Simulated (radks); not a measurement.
Q: Spherical quantum dot in the effective-mass picture: electrons in a well V = -V0 / (1 + exp((r - R)/a)) with V0 = 5.16, R = 8.43, a = 0.29, with a point charge +1 (a donor) at the centre, all in effective atomic units (hartree* = m*/eps^2 hartree, bohr* = eps/m* bohr), one dielectric constant everywhere. Method: non-relativistic Kohn-Sham, PBEsol, spin-polarised, spherical densities; computed with a radial shooting solver with Libxc functionals. Levels are named by radial order and angular momentum (1s, 1p, 1d, 2s, ...), and open shells are averaged over m. Results are scaled to m* = 0.344 and eps = 5.2, for which hartree* = 346.2 meV and bohr* = 0.7999 nm. At N = 6 the configuration is 1s2 1p(up 3, down 0) 2s(up 1, down 0). Does electron 7 go into 1p down or 1d up or 2s down?

A: Into 1p down. The total energies of the other choices lie higher by 12.0 meV (1d up), 27.0 meV (2s down).
